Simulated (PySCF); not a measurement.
## Broadened absorption spectrum of C4H11NP2

Species: C4H11NP2.
Z-matrix (Å and degrees, GFN2-xTB geometry), rows numbered from 1:
```
C 
C   1  1.3218
C   2  1.4827  1  124.58
P   3  1.8742  2  112.06  1  -106.22
C   4  1.8238  3  103.51  2    65.07
N   4  1.5595  3  118.19  2  -178.31
P   4  2.2189  3  101.24  2   -47.13
H   1  1.0783  2  121.68  3    -2.30
H   1  1.0766  2  121.97  3   178.36
H   2  1.0853  1  120.24  3  -178.27
H   3  1.0934  2  112.52  1    13.23
H   3  1.0946  2  111.18  1   135.68
H   5  1.0883  4  111.21  3   -46.60
H   5  1.0882  4  108.59  3  -168.54
H   5  1.0874  4  106.75  3    74.26
H   6  1.0101  4  115.64  3    67.26
H   7  1.3910  4   89.35  3   179.71
H   7  1.3894  4   93.88  3    86.79
```

Method: TDDFT CAM-B3LYP/def2-SVPD, vertical, gas phase, core orbitals frozen in the response in PySCF 2.14.0, density-fitted response routines.

Computed states:

| state | E (eV) | f |
| --- | --- | --- |
| S1 | 5.24 | 0.054 |
| S2 | 5.51 | 0.043 |
| S3 | 6.16 | 0.055 |
| S4 | 6.28 | 0.071 |
| S5 | 6.42 | 0.057 |
| S6 | 6.52 | 0.097 |
| S7 | 6.76 | 0.0066 |
| S8 | 6.94 | 0.030 |

Each state is given a Gaussian of 0.25 eV full width at half maximum, with ε(max) = 2.175×10⁸ f / Δν̃ (Δν̃ the width in cm⁻¹). The width is an assumption, not a result. The curve ends short of the highest state used, and states not computed would add to its high-energy end.

Task: Give the broadened spectrum and its maxima.

Result: 
(E (eV), ε (L mol⁻¹ cm⁻¹)): (4.86, 11), (4.90, 39), (4.93, 91), (4.96, 198), (5.00, 492), (5.03, 886), (5.07, 1715), (5.10, 2566), (5.14, 3880), (5.17, 4828), (5.20, 5563), (5.24, 5997), (5.27, 5879), (5.31, 5321), (5.34, 4838), (5.38, 4434), (5.41, 4404), (5.45, 4624), (5.48, 4793), (5.51, 4793), (5.55, 4380), (5.58, 3775), (5.62, 2752), (5.65, 1983), (5.69, 1133), (5.72, 679), (5.75, 379), (5.79, 166), (5.82, 109), (5.86, 145), (5.89, 273), (5.93, 650), (5.96, 1163), (5.99, 1940), (6.03, 3449), (6.06, 4914), (6.10, 7159), (6.13, 8887), (6.17, 10967), (6.20, 12210), (6.24, 13368), (6.27, 13922), (6.30, 14331), (6.34, 14875)

Maxima: 236 nm (5.24 eV), ε about 6000, made up of S1 (97%); 226 nm (5.50 eV), ε about 4800, made up of S2 (94%) (ε in L mol⁻¹ cm⁻¹; maxima over ε = 5, shares over 10%). At its high-energy end, 6.34 eV, the curve is still rising (ε about 15000, from S4, S5 and S6).

Task: What would ε be at 5.24 eV, the highest of these maxima, with half the width (0.125 eV)?

Result: About 11600 L mol⁻¹ cm⁻¹ against 6000, a factor of about 1.9; a lone state at its own centre would give exactly 2.

Task: On this curve, what absorbance would a 10⁻³ mol/L sample give at 248 nm over a 1 cm path?

Result: 248 nm is 4.999 eV, where ε is about 490 L mol⁻¹ cm⁻¹, so A = ε c l ≈ 0.49 (Beer–Lambert, with the gas-phase spectrum and the assumed width).

Task: Coming from long wavelengths, where does ε first pass 100 L mol⁻¹ cm⁻¹?

Result: At about 251 nm (4.93 eV), 0.30 eV below S1.

Hardware: an Arm Neoverse V1 with one thread, no GPU, on a shared host. Cost: 70 s, 1.1 GiB resident at most.

One conformer stands for the species.
